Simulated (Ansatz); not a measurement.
`C[CH2][Ge]([F])([F])[F]` + CH₃SH → `C[S][Ge]([F])([F])[F]` + `CC` at 500 K and 1 bar (ligand exchange at a Ge–C bond).

Program: Ansatz. Geometries: PBE0-D4/def2-TZVP. ΔE: electronic, gas phase. CCSD(T)/CBS adds triple-zeta CCSD(T) − MP2 to the extrapolated MP2 energy (def2 sets, frozen cores). This one scheme is used for every species. For Ge outer-core shells are correlated without core-valence functions, which leaves a few kJ/mol of doubt a bond. Scalar relativity is left out up to krypton. Each species was taken in one conformer, which may not be the lowest.

```
                  species  CCSD(T)/CBS energy (Eh)  H − E (kJ/mol)  S (J/(mol·K))
`C[CH2][Ge]([F])([F])[F]`              -2454.74284           243.7          449.5
                    CH₃SH               -438.22835           145.1          283.7
  `C[S][Ge]([F])([F])[F]`              -2813.26625           174.1          459.7
                     `CC`                -79.71954           220.5          259.9
```

H − E and S are ideal-gas, rigid-rotor, harmonic terms from PBE0-D4/def2-TZVP, for one conformer and one mirror image of each species. 1 Eh = 2625.50 kJ/mol, R = 8.31446 J/(mol·K).

By hand: ΔE, ΔH, ΔS and ΔG.

ΔE = (-2813.26625) + (-79.71954) − (-2454.74284) − (-438.22835) = -0.01460 Eh = -38.3 kJ/mol. Δ(H − E) = 174.1 + 220.5 − 243.7 − 145.1 = 5.8, so ΔH = -32.5 kJ/mol. ΔS = 459.7 + 259.9 − 449.5 − 283.7 = -13.6 J/(mol·K). ΔG = -32.5 − 500 × (-13.6)/1000 = -25.7 kJ/mol.

By hand: the equilibrium constant, and the temperature at which ΔG would vanish if ΔH and ΔS stayed fixed.

log₁₀ K = −ΔG/(RT ln 10) = 2.7. ΔG = 0 at ΔH/ΔS = 2390 K, though so small a ΔS makes that figure unsure.

The number of gas molecules stays the same, so ΔS is small and ΔH decides. A doubt of 5 kJ/mol in ΔE shifts log₁₀ K by 0.5 here. Other conformers and mirror images would add mixing entropy, several J/(mol·K) or more a flexible species. Modes under 60 cm⁻¹, often nearly free rotors, make the harmonic entropy too high. These are equilibria of isolated gas molecules and say nothing of rates. Largest T1 diagnostic: 0.012 (customary marks: 0.02 for closed shells, 0.045 for open ones).
